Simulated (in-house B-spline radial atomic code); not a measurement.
A fraction x of an electron is removed from 3d in Cr²⁺, starting from [Ar] 3d4 and keeping the highest spin. All numbers are computed (scalar-relativistic (X2C) PBEsol, spin-polarised, spherical fractional occupations; Fermi nucleus of rms radius 3.6452 fm) with an all-electron radial atomic-structure program (B-spline basis), not measured.

```json
{"x": "0", "E(x) - E(0) (eV)": "0.0000", "3d up level (eV)": "-24.139"}
{"x": "0.04", "E(x) - E(0) (eV)": "0.9775", "3d up level (eV)": "-24.736"}
{"x": "0.24", "E(x) - E(0) (eV)": "6.2283", "3d up level (eV)": "-27.792"}
{"x": "0.26", "E(x) - E(0) (eV)": "6.7873", "3d up level (eV)": "-28.103"}
{"x": "0.46", "E(x) - E(0) (eV)": "12.7240", "3d up level (eV)": "-31.282"}
{"x": "0.5", "E(x) - E(0) (eV)": "13.9883", "3d up level (eV)": "-31.931"}
{"x": "0.57", "E(x) - E(0) (eV)": "16.2635", "3d up level (eV)": "-33.077"}
{"x": "0.72", "E(x) - E(0) (eV)": "21.4116", "3d up level (eV)": "-35.574"}
{"x": "0.86", "E(x) - E(0) (eV)": "26.5582", "3d up level (eV)": "-37.957"}
{"x": "0.96", "E(x) - E(0) (eV)": "30.4403", "3d up level (eV)": "-39.688"}
{"x": "1", "E(x) - E(0) (eV)": "32.0418", "3d up level (eV)": "-40.388"}
```

The exact functional would give a straight line between the two integer points. Deviations E(x) - E(0) - x[E(1) - E(0)], in eV: -0.304 at x = 0.04, -1.462 at x = 0.24, -1.544 at x = 0.26, -2.015 at x = 0.46, -2.033 at x = 0.5, -2 at x = 0.57, -1.658 at x = 0.72, -0.998 at x = 0.86, -0.32 at x = 0.96.

The curve lies below the straight line by up to 2.033 eV (at x = 0.5): convex, the delocalisation error that favours fractional charges.

Question: How well does Slater's transition state (minus the level at half occupation) give the ionisation energy?

Answer: It gives 31.931 eV against 32.042 eV from the two total energies; NIST lists 30.96 eV, ground level to ground level.
